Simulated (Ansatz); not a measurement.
The cluster Al₆N⁻, 7 atoms. Hardware: 4 threads of Arm Neoverse V2 on a shared host.

Correlated methods freeze 31 core orbitals.

Task: How many basis functions does each of these Ansatz runs have, and roughly what does it cost? r2SCAN-D4/def2-TZVPD, charge -1 singlet, energy, from earlier orbitals; HF/def2-TZVPD, charge -1 singlet, energy, from earlier orbitals; PBE-D4/def2-TZVPD, charge -1 singlet, energy and forces, from earlier orbitals; RPA@PBE/def2-TZVPD, charge -1 singlet, energy, from earlier orbitals; PBE0-D4/def2-TZVPD, charge -1 singlet, energy, from earlier orbitals; BLYP-D4/def2-TZVPD, charge -1 singlet, energy, from earlier orbitals; CCSD(T)/def2-TZVPD, charge -1 singlet, energy, from earlier orbitals; revPBE-D4/def2-TZVPD, charge -1 singlet, energy, from earlier orbitals; PBE0-D4/def2-SVPD, charge -1 singlet, relaxation, 18 steps.

Result: Other jobs shared the machine, so times can vary by a factor of up to 3.

```tsv
run	functions	fitting or Cholesky vectors	wall time	peak host memory (GiB)
revPBE-D4/def2-TZVPD, charge -1 singlet, energy, from earlier orbitals	295	1763	6 s	0.67
BLYP-D4/def2-TZVPD, charge -1 singlet, energy, from earlier orbitals	295	1763	7 s	0.67
PBE-D4/def2-TZVPD, charge -1 singlet, energy and forces, from earlier orbitals	295	1763	7 s	0.67
HF/def2-TZVPD, charge -1 singlet, energy, from earlier orbitals	295	2199	7 s	1.4
RPA@PBE/def2-TZVPD, charge -1 singlet, energy, from earlier orbitals	295	1852	12 s	1.1
r2SCAN-D4/def2-TZVPD, charge -1 singlet, energy, from earlier orbitals	295	1763	12 s	0.71
PBE0-D4/def2-TZVPD, charge -1 singlet, energy, from earlier orbitals	295	1943	13 s	1.4
PBE0-D4/def2-SVPD, charge -1 singlet, relaxation, 18 steps	164	1556	64 s	0.55
CCSD(T)/def2-TZVPD, charge -1 singlet, energy, from earlier orbitals	295	1852	12 min	3.2
```
